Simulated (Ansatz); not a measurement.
Born–Oppenheimer molecular dynamics of Cl₂H₄O₃W (10 atoms, charge 0, multiplicity 1). It starts at the highest image of a converged band. Of that band: The profile has 2 maxima (images 1, 5) with wells between them (image 2): this band takes more than one step, which may be the mechanism or a detour left from its start path. A vibrational analysis at the climbing image gives 2 clearly imaginary modes (90i, 51i cm⁻¹): a point of higher order, so a lower path passes nearby.

Computed with RKS PBE/def2-SVP (Ansatz 0.2.0).

```json
{"ensemble": "NVE (velocity Verlet)", "time step": "0.5 fs", "steps asked": "200", "starting velocities drawn for": "100 K", "seed": "9464"}
```

First frame:

```xyz
10
Properties=species:S:1:pos:R:3
W -0.278 0.037 -0.318
Cl 1.018 -0.622 2.534
H 0.952 0.237 0.909
O 0.077 1.904 -0.141
H -0.544 2.460 -0.669
Cl -2.375 -0.124 0.559
O 0.516 -1.613 -0.052
H 0.939 -1.667 0.898
O -0.181 0.044 -2.206
H 0.703 0.136 -2.628
```

(1) How far do the bonds stretch over the last three quarters of this one trajectory? (Pairs bonded in most of those frames.)

## Answers

(1) 
| bond | mean (Å) | spread (Å) | shortest | longest |
| --- | --- | --- | --- | --- |
| W1–Cl2 | 3.131 | 0.008 | 3.11 | 3.15 |
| W1–H3 | 1.758 | 0.035 | 1.71 | 1.84 |
| W1–O4 | 1.908 | 0.010 | 1.89 | 1.92 |
| W1–Cl6 | 2.283 | 0.010 | 2.27 | 2.30 |
| W1–O7 | 1.862 | 0.026 | 1.81 | 1.90 |
| W1–O9 | 1.895 | 0.010 | 1.88 | 1.91 |
| O4–H5 | 0.987 | 0.010 | 0.97 | 1.00 |
| O7–H8 | 1.019 | 0.016 | 1.00 | 1.05 |
| O9–H10 | 0.985 | 0.002 | 0.98 | 0.99 |

Mean temperature of the second half: 55 K. The conserved energy stayed within 0.025 meV per atom of its start (net change 0.019 meV per atom), so the integration is sound. A run of 0.1 ps of so small a system gives no equilibrium averages. The orbitals stay closed-shell, which can raise the energy where a bond breaks towards radicals; this wasn't checked here.

Time of the run: 5.5 min on 4 threads of Intel(R) Xeon(R) Platinum 8375C CPU @ 2.90GHz (Ice Lake), on a shared host, peak memory 0.21 GiB.
